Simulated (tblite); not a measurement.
Compound: C7H5F3P2.
Cartesian coordinates in Å at the GFN2-xTB level; atoms count from 1:
```xyz
17
C7H5F3P2 angstrom
C      3.4698    0.5163   -0.3738
C      2.1927    0.6109   -0.7262
C      1.0227    0.1414    0.0144
C      1.1502   -0.5336    1.2116
P     -0.0550   -1.1868    2.2768
C     -1.5299   -0.7835    1.4549
C     -1.6785   -0.1147    0.2609
C     -3.0903    0.0888   -0.2087
F     -3.7481   -1.0705   -0.3927
F     -3.8293    0.7968    0.6651
F     -3.1489    0.7479   -1.3766
P     -0.4776    0.5469   -0.8167
H      3.7992    0.0610    0.5447
H      4.2478    0.9036   -1.0085
H      1.9474    1.0919   -1.6679
H      2.1614   -0.6989    1.5688
H     -2.4405   -1.1052    1.9506
```

Level: GFN2-xTB in tblite, geometry and Hessian alike; calculated harmonic values, unscaled, isolated species. Against measured fundamentals such values can be off by several per cent, at times by over 20. One conformer, not necessarily the lowest. The optimisation stopped once no atom felt more than 0.01 eV/Å.

Lowest wavenumbers of the output (negative numbers stand for imaginary wavenumbers):
```
mode    cm-1
  1     -36.2
  2      18.5
  3      75.2
  4     128.5
  5     130.0
  6     187.0
  7     219.6
  8     242.7
```

Q: Is this structure a minimum?

A: Not by this Hessian. 1 mode is imaginary beyond 20i (36i cm⁻¹), so at this level the point lies at or near a first-order saddle. The curvature is small, so loose convergence or finite differences may be the whole cause.

Q: Which atoms move in the imaginary mode?

A: 36i: C1 (terminal =CH2 carbon) 38 %, H13 (vinylic hydrogen) 21 %, H15 (vinylic hydrogen) 11 %. These are shares of the mass-weighted motion.

Q: What is the remedy?

A: Step along that mode in both directions, optimise again with tighter thresholds and repeat the frequencies. The zero-point energy of this point (63.3 kcal/mol) counts the 44 real modes alone, and thermal corrections from it aren't those of a minimum.
